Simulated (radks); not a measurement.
The numbers below are computed, except where a source is named.
Spherical quantum dot in the effective-mass picture: electrons in a hard-walled sphere of radius 3.42, with a point charge +2 (a donor) at the centre, all in effective atomic units (hartree* = m*/eps^2 hartree, bohr* = eps/m* bohr), one dielectric constant everywhere. Level of theory: non-relativistic Kohn-Sham, PBE, spin-polarised, spherical densities (a radial shooting solver with Libxc functionals). Levels are named by radial order and angular momentum (1s, 1p, 1d, 2s, ...), and open shells are averaged over m.

N = 20, configuration 1s2 1p6 1d10 2s2. This is the lowest configuration that the search found. Occupied and some empty levels:

level,occupation,eigenvalue (hartree*),<r> (bohr*)
1s,2,7.0554,1.825
1p,6,7.4077,2.317
2s,2,7.7488,1.383
1d,10,7.8238,2.423
1f,0,8.3746,2.500
1g,0,9.0521,2.562
2p,0,9.2171,1.712

Energy (hartree*): total 74.7201, kinetic 27.106, external -23.252, Hartree 80.441, exchange-correlation -9.5760.
